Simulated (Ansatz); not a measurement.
Total energies of `c1ccc(-c2ccc(-c3ccccc3)cc2)cc1` from Ansatz at PBE-D4/def2-TZVP, gas phase (1 Eh = 27.2114 eV = 2625.5 kJ/mol). The reference geometry is relaxed at r2SCAN-D4/def2-SVP.

| state | geometry | energy (Eh) |
| --- | --- | --- |
| charge 0 singlet | reference | -693.73953 |
| charge 1 doublet | reference | -693.46964 |
| charge -1 doublet | reference | -693.75231 |
| charge -1 doublet | relaxed at r2SCAN-D4/def2-SVP | -693.76030 |
| free C atom (triplet) | – | -37.79597 |
| free H atom (doublet) | – | -0.49962 |

Single mean-field runs in def2-TZVP are fitted with def2-universal-jkfit.

Q: Work out the vertical ionisation energy to the doublet.

A: E(charge 1 doublet) − E(charge 0 singlet) = -693.46964 − (-693.73953) = 0.26989 Eh = 7.34 eV. For comparison, −ε of the highest occupied level is 5.41 eV at this level, 1.93 eV less.

Q: Work out the vertical electron affinity, to the doublet.

A: E(charge 0 singlet) − E(charge -1 doublet) = -693.73953 − (-693.75231) = 0.01278 Eh = 0.35 eV. The basis lacks diffuse functions, which makes affinities too small.

Q: Give the fundamental gap IE − EA, the Mulliken electronegativity (IE + EA)/2 and the hardness (IE − EA)/2.

A: From the values in Eh: IE − EA = 0.26989 − 0.01278 = 0.25711 Eh = 7.00 eV; (IE + EA)/2 = 3.85 eV; (IE − EA)/2 = 3.50 eV. The HOMO–LUMO gap of the same run is 3.30 eV, 3.70 eV smaller than the fundamental gap.

Q: How much does the charge -1 doublet relax, and what is the adiabatic electron affinity?

A: Relaxation: -693.75231 − (-693.76030) = 0.00799 Eh = 0.22 eV. Adiabatic electron affinity: 0.02077 Eh = 0.57 eV, without zero-point energy. 

Q: What is the binding energy per atom against free atoms?

A: Atoms: 18 × (-37.79597) + 14 × (-0.49962) = -687.32214 Eh. Binding: -687.32214 − (-693.73953) = 6.41739 Eh = 174.63 eV, or 5.46 eV for each of 32 atoms (no zero-point energy, no counterpoise term).

At PBE-D4/def2-TZVP the highest occupied level of the charge -1 doublet lies above zero (up to 1.51 eV). Energy differences disagree on whether the electron is bound (positive means bound): 0.35 eV (vertical, to the charge 0 singlet, at PBE-D4/def2-TZVP), but -0.07 eV at LC-ωPBE (ω = 0.15 bohr⁻¹)/def2-SVP. At PBE-D4/def2-TZVP the highest occupied level of the relaxed charge -1 doublet lies above zero (up to 1.06 eV). By energy differences its removal costs 0.57 eV (each at its own geometry, to the charge 0 singlet, at PBE-D4/def2-TZVP); self-interaction error and the lack of diffuse functions both raise the level.
